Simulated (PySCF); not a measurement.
# A failing input for AsO2⁻

```python
from pyscf import gto, dft

mol = gto.M(
    atom='As 0 0 -0.2704; O 1.3894 0 0.6321; O -1.3894 0 0.6321',
    basis='lanl2dz',
    charge=-1,
    spin=0,
    verbose=4,
)
mf = dft.UKS(mol, xc='x3lyp')
mf.kernel()
mf.analyze()
print('orbital energies (hartree):', [e[max(0, n-3):n+3].round(4) for e, n in zip(mf.mo_energy, mol.nelec)])
```

```bash
$ OMP_NUM_THREADS=1 python input.py
```

The log, shortened:

```
[earlier lines left out]
 ** Mulliken spin pop alpha/beta on meta-lowdin orthogonal AOs **
 ** Mulliken Spin Density (per AO)  **
 ** Mulliken Spin Density (per atom)  **
spin density of  0 As =      0.00000
spin density of  1 O =     -0.00000
spin density of  2 O =     -0.00000
 ** Mulliken pop alpha/beta on meta-lowdin orthogonal AOs **
 ** Mulliken pop       alpha | beta **
pop of  0 As 1s        1.00000 | 1.00000
pop of  0 As 2s        1.00000 | 1.00000
pop of  0 As 2px       0.99401 | 0.99401
pop of  0 As 2py       1.00000 | 1.00000
pop of  0 As 2pz       1.00000 | 1.00000
pop of  0 As 3px       0.99723 | 0.99723
pop of  0 As 3py       1.00000 | 1.00000
pop of  0 As 3pz       1.00000 | 1.00000
pop of  1 O 1s        0.99999 | 0.99999
pop of  1 O 2s        0.92429 | 0.92429
pop of  1 O 3s        0.78757 | 0.78757
pop of  1 O 2px       0.98105 | 0.98105
[14 lines left out]
In total            25.00000 | 25.00000
 ** Mulliken atomic charges   ( Nelec_alpha | Nelec_beta ) **
charge of  0As =     17.01752  (     7.99124      7.99124 )
charge of  1O =     -9.00890  (     8.50445      8.50445 )
charge of  2O =     -9.00861  (     8.50431      8.50431 )

WARN: System has nonzero charge -1; the dipole moment is origin-dependent.
Location of origin: [0. 0. 0.]

Dipole moment(X, Y, Z, Debye): -0.00239, -0.00000, -66.94541
orbital energies (hartree): [array([1.4643, 1.6124, 2.2   , 2.2397]), array([1.4643, 1.6124, 2.2   , 2.2397])]
```

**Question.** Which setting is at fault, why, and what does a mended input give?

**Answer.** The core potential (off): this valence basis has no functions for the core electrons, which the core potential should remove. With this edit
```diff
- mf.analyze()
+     ecp={'As': 'lanl2dz'},
+ mf.mulliken_pop()
+ mf.dip_moment()
```
the run finishes: E(SCF) = -156.508183 Eh, 9 cycles.

The basis has no diffuse functions, which an anion needs. The dipole of an ion depends on the origin. No search for the lowest solution was made.
